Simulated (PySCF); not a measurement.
4-(methylthio)phenol, C7H8OS.
Z-matrix (Å and degrees, PBE0-D3(BJ)/def2-SVP geometry), rows numbered from 1:
```
C 
S   1  1.7962
C   2  1.7657  1  102.92
C   3  1.3966  2  124.93  1     0.98
C   4  1.3954  3  120.62  2   179.87
C   5  1.3945  4  120.67  3    -0.08
O   6  1.3511  5  123.06  4  -179.93
C   6  1.4001  5  118.94  4     0.08
C   8  1.3861  6  120.32  5    -0.02
H   1  1.0987  2  105.74  3   179.15
H   1  1.1004  2  111.84  3    61.12
H   1  1.1004  2  111.94  3   -62.76
H   4  1.0906  3  120.90  2    -0.10
H   5  1.0947  4  119.46  3   179.97
H   7  0.9627  6  109.17  5     0.05
H   8  1.0917  6  118.74  5   179.94
H   9  1.0933  3  119.52  2     0.20
```

Level: wB97X-D/def2-SVPD in PySCF, non-relativistic, on one gas-phase PBE0-D3(BJ)/def2-SVP geometry that isn't relaxed in the solvent. The solvent is an IEF-PCM continuum (van der Waals radii × 1.2), and excitations are vertical TDDFT with non-equilibrium linear response and a frozen core. Specific hydrogen bonds and non-electrostatic terms are outside this model.

| run | E − E(gas) (kcal/mol) | HOMO (eV) | HOMO–LUMO gap (eV) | dipole (D) | lowest singlet (eV) | static polarisability (au) |
| --- | --- | --- | --- | --- | --- | --- |
| gas | 0.00 | -7.46 | 8.71 | 2.66 | 4.59 | 108.9 |
| P | -5.85 | -7.51 | 8.77 | 3.48 | 4.60 | 139.3 |
| Q | -8.35 | -7.56 | 8.80 | 3.88 | 4.63 | 154.1 |

Q: The runs were made in acetonitrile and chloroform. Which run belongs to which solvent?

A: P = chloroform, Q = acetonitrile. The dielectric constants are 4.711 (chloroform), 35.69 (acetonitrile), and the energy falls further as ε rises. The optical constants n² used for the excitations are 2.09, 1.81 in the same order. In this model the ground state sees the solvent through ε alone.

Q: How constant is the ratio of the lowering to (ε − 1)/(2ε + 1)?

A: 
| solvent | (ε − 1)/(2ε + 1) | E − E(gas) (kcal/mol) | ratio (kcal/mol) | polarisation term (kcal/mol) |
| --- | --- | --- | --- | --- |
| chloroform | 0.356 | -5.85 | -16.4 | -6.58 |
| acetonitrile | 0.479 | -8.35 | -17.4 | -9.91 |

The ratio changes by +6.0 % in size from chloroform to acetonitrile. The polarisation term is half the interaction of the solute with the induced surface charges.

The run took 3.5 min wall, 2.4 min CPU on one thread, Intel Xeon at 2.50 GHz (x86_64), shared host with 64 logical CPUs at a one-minute load of 60, and the process peaked at 1.3 GiB of memory. This is the whole response run at wB97X-D/def2-SVPD in acetonitrile, SCF included.

Note: wB97X-D ran without an empirical dispersion term, which enters the total energy and its gradient alone.
